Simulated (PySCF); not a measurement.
PySCF input file for H6O2Si2, SMILES [SiH3]O[SiH2]O, TDDFT-PBE/def2-SVPD. Coordinates come from a PBE-D3(BJ)/def2-SVP optimisation. The values are those of a single conformer.

```python
import numpy as np
from pyscf import gto, scf, dft, tdscf

mol = gto.M(
    atom='''
    Si    1.12303306    0.20839246   -0.57789136
    O     1.97696208   -0.02900802    0.84208824
    O    -0.44567311   -0.36489117   -0.47686590
    Si   -1.86543721   -0.01581673    0.34635992
    H     1.74147320   -0.52921502   -1.72889373
    H     1.11983607    1.69242095   -0.77179789
    H     2.18136935   -0.95605356    1.05588981
    H    -1.98899411    1.46592527    0.58787187
    H    -1.89210534   -0.73266694    1.66860798
    H    -3.01823259   -0.48527741   -0.49201660
    ''',
    basis='def2-SVPD',
    charge=0,
    spin=0,
    max_memory=1600,
    verbose=4,
)
mf = dft.RKS(mol, xc='pbe').density_fit(auxbasis='def2-universal-jkfit')
mf.grids.level = 3
mf.conv_tol = 1e-9
mf.max_cycle = 100
mf.kernel()
mf.grids = dft.Grids(mol).set(level=1).build(with_non0tab=True)  # coarser grid for the response kernel
td = tdscf.TDDFT(mf)
td.singlet = True
td.nstates = 10
td.conv_tol = 1e-4
td.positive_eig_threshold = 1e-6
td.kernel(x0=td.get_init_guess(mf, 15))
td.analyze()
tt = tdscf.TDA(mf)
tt.singlet = False
tt.nstates = 4
tt.conv_tol = 1e-4
tt.positive_eig_threshold = 1e-6
tt.kernel(x0=tt.get_init_guess(mf, 9))
tt.analyze(verbose=3)
```

Program output:

```
PySCF version 2.14.0

[INPUT] verbose = 4
[INPUT] num. atoms = 10
[INPUT] num. electrons = 50
[INPUT] charge = 0
[INPUT] spin (= nelec alpha-beta = 2S) = 0
[INPUT] symmetry False subgroup None
[INPUT] Mole.unit = angstrom
[INPUT] Symbol           X                Y                Z      unit          X                Y                Z       unit  Magmom
[INPUT]  1 Si     1.123033060000   0.208392460000  -0.577891360000 AA    2.122224912232   0.393804675824  -1.092056400152 Bohr   0.0
[INPUT]  2 O      1.976962080000  -0.029008020000   0.842088240000 AA    3.735916889850  -0.054817213216   1.591316146317 Bohr   0.0
[INPUT]  3 O     -0.445673110000  -0.364891170000  -0.476865900000 AA   -0.842200118983  -0.689544376572  -0.901145949144 Bohr   0.0
[INPUT]  4 Si    -1.865437210000  -0.015816730000   0.346359920000 AA   -3.525165429473  -0.029889287886   0.654525389326 Bohr   0.0
[INPUT]  5 H      1.741473200000  -0.529215020000  -1.728893730000 AA    3.290907401270  -1.000071448806  -3.267135648178 Bohr   0.0
[INPUT]  6 H      1.119836070000   1.692420950000  -0.771797890000 AA    2.116183476709   3.198212082976  -1.458486635617 Bohr   0.0
[INPUT]  7 H      2.181369350000  -0.956053560000   1.055889810000 AA    4.122190648021  -1.806679388815   1.995342558619 Bohr   0.0
[INPUT]  8 H     -1.988994110000   1.465925270000   0.587871870000 AA   -3.758654131273   2.770197279379   1.110916830636 Bohr   0.0
[INPUT]  9 H     -1.892105340000  -0.732666940000   1.668607980000 AA   -3.575560891427  -1.384539857123   3.153212091464 Bohr   0.0
[INPUT] 10 H     -3.018232590000  -0.485277410000  -0.492016600000 AA   -5.703632975337  -0.917041399338  -0.929776622740 Bohr   0.0

nuclear repulsion = 228.280798662133
number of shells = 62
number of NR pGTOs = 210
number of NR cGTOs = 142
basis = def2-SVPD
ecp = {}


[settings echo left out]
init E= -732.426554824065
  HOMO = -0.339199351283177  LUMO = -0.0714173527906556  gap/eV = 7.28672
cycle= 1 E= -732.177135152221  delta_E= 0.249  |g|= 1.07  |ddm|=  3.7
  HOMO = -0.098301529926863  LUMO = -0.00860363012528342  gap/eV = 2.44080
cycle= 2 E= -730.985339886106  delta_E= 1.19  |g|= 2.58  |ddm|= 3.18
  HOMO = -0.276324881428893  LUMO = -0.0424112428888446  gap/eV = 6.36511
cycle= 3 E= -732.389076306697  delta_E= -1.4  |g|= 0.147  |ddm|= 2.39
  HOMO = -0.264439260837405  LUMO = -0.0327136119205491  gap/eV = 6.30558
cycle= 4 E= -732.391509740647  delta_E= -0.00243  |g|= 0.141  |ddm|= 0.451
  HOMO = -0.271779421695754  LUMO = -0.0347212293962094  gap/eV = 6.45068
cycle= 5 E= -732.395351457802  delta_E= -0.00384  |g|= 0.0449  |ddm|= 0.167
  HOMO = -0.271748687538752  LUMO = -0.0358131182892643  gap/eV = 6.42013
cycle= 6 E= -732.395804771499  delta_E= -0.000453  |g|= 0.00483  |ddm|= 0.0552
  HOMO = -0.27127456838095  LUMO = -0.0354224802858116  gap/eV = 6.41786
cycle= 7 E= -732.395811110389  delta_E= -6.34e-06  |g|= 0.00107  |ddm|= 0.00872
  HOMO = -0.271390807979707  LUMO = -0.0354828605223765  gap/eV = 6.41938
cycle= 8 E= -732.39581139224  delta_E= -2.82e-07  |g|= 0.000201  |ddm|= 0.00174
  HOMO = -0.271406010299641  LUMO = -0.0354953256158757  gap/eV = 6.41946
cycle= 9 E= -732.395811402527  delta_E= -1.03e-08  |g|= 3.9e-05  |ddm|= 0.000343
  HOMO = -0.271411074771313  LUMO = -0.035497005346953  gap/eV = 6.41955
cycle= 10 E= -732.395811402953  delta_E= -4.26e-10  |g|= 1.47e-05  |ddm|= 0.000101
  HOMO = -0.271408739399745  LUMO = -0.0354965588987035  gap/eV = 6.41950
Extra cycle  E= -732.39581140296  delta_E= -7.5e-12  |g|= 1.43e-05  |ddm|= 5.55e-05
converged SCF energy = -732.39581140296
tot grids = 38016
Overwritten attributes  positive_eig_threshold  of <class 'pyscf.tdscf.rks.CasidaTDDFT'>


******** <class 'pyscf.tdscf.rks.CasidaTDDFT'> for <class 'pyscf.df.df_jk.DFRKS'> ********
nstates = 10 singlet
deg_eia_thresh = 1.000e-03
wfnsym = None
conv_tol = 0.0001
eigh lindep = 1e-12
eigh level_shift = 0
eigh max_cycle = 100


Excitation energies (eV)
[6.48144604 6.61571074 6.85482992 6.93243459 6.98246801 7.32261066
 7.53506175 7.57043932 7.66065552 7.87477072]

** Singlet excitation energies and oscillator strengths **
Excited State   1:      6.48145 eV    191.29 nm  f=0.0055
      25 -> 26       -0.69965
Excited State   2:      6.61571 eV    187.41 nm  f=0.0088
      24 -> 26       -0.69546
Excited State   3:      6.85483 eV    180.87 nm  f=0.0018
      23 -> 26        0.18483
      24 -> 27        0.10930
      25 -> 27        0.67014
Excited State   4:      6.93243 eV    178.85 nm  f=0.0012
      23 -> 26       -0.58086
      24 -> 27        0.38448
Excited State   5:      6.98247 eV    177.57 nm  f=0.0370
      23 -> 26        0.34821
      24 -> 27        0.57816
      25 -> 27       -0.18974
Excited State   6:      7.32261 eV    169.32 nm  f=0.0094
      23 -> 27        0.69473
Excited State   7:      7.53506 eV    164.54 nm  f=0.0302
      22 -> 26       -0.68896
Excited State   8:      7.57044 eV    163.77 nm  f=0.0392
      25 -> 28        0.69839
Excited State   9:      7.66066 eV    161.85 nm  f=0.0286
      24 -> 28       -0.68872
Excited State  10:      7.87477 eV    157.44 nm  f=0.0011
      22 -> 27        0.68101
      23 -> 28        0.14729

** Transition electric dipole moments (AU) **
state          X           Y           Z        Dip. S.      Osc.
  1         0.1808     -0.0239     -0.0340      0.0344      0.0055
  2        -0.2259      0.0137     -0.0547      0.0542      0.0088
  3        -0.0155      0.0908      0.0485      0.0108      0.0018
  4         0.0713      0.0355      0.0316      0.0073      0.0012
  5        -0.4020     -0.0775      0.2205      0.2162      0.0370
  6        -0.1985      0.0532     -0.1007      0.0524      0.0094
  7        -0.3998     -0.0403      0.0479      0.1638      0.0302
  8         0.1600     -0.4258     -0.0672      0.2114      0.0392
  9         0.2420      0.0582      0.3009      0.1525      0.0286
 10        -0.0728     -0.0071     -0.0161      0.0056      0.0011

** Transition velocity dipole moments (imaginary part, AU) **
state          X           Y           Z        Dip. S.      Osc.
  1         0.0433      0.0039     -0.0076      0.0019      0.0054
  2        -0.0542      0.0028     -0.0081      0.0030      0.0083
  3        -0.0061      0.0234      0.0114      0.0007      0.0019
  4         0.0165      0.0080      0.0064      0.0004      0.0010
  5        -0.1044     -0.0174      0.0513      0.0138      0.0360
  6        -0.0569      0.0174     -0.0251      0.0042      0.0103
  7        -0.1117     -0.0097      0.0129      0.0127      0.0307
  8         0.0453     -0.1256     -0.0183      0.0182      0.0435
  9         0.0684      0.0163      0.0933      0.0136      0.0323
 10        -0.0207      0.0009     -0.0070      0.0005      0.0011

** Transition magnetic dipole moments (imaginary part, AU) **
state          X           Y           Z
  1        -0.3801      0.0702      0.1124
  2        -0.3781     -0.8653     -0.0755
  3        -0.5019     -0.1534      0.2358
  4        -0.6610     -0.1470     -0.4777
  5         0.5847      0.2355      0.5020
  6        -0.0443     -0.9550      0.4011
  7        -0.5158      0.6104     -0.6760
  8        -0.3012     -0.1678     -0.1010
  9         0.0632     -0.3038      0.0424
 10        -0.2348     -0.0350      0.8199
Overwritten attributes  positive_eig_threshold  of <class 'pyscf.tdscf.rks.TDA'>


******** <class 'pyscf.tdscf.rks.TDA'> for <class 'pyscf.df.df_jk.DFRKS'> ********
nstates = 4 triplet
deg_eia_thresh = 1.000e-03
wfnsym = None
conv_tol = 0.0001
eigh lindep = 1e-12
eigh level_shift = 0
eigh max_cycle = 100


Excitation energies (eV)
[6.27240025 6.34197616 6.62503798 6.73223869]

** Triplet excitation energies and oscillator strengths **
Excited State   1:      6.27240 eV    197.67 nm  f=0.0000
Excited State   2:      6.34198 eV    195.50 nm  f=0.0000
Excited State   3:      6.62504 eV    187.14 nm  f=0.0000
Excited State   4:      6.73224 eV    184.16 nm  f=0.0000
```

The calculation finished and met its thresholds.
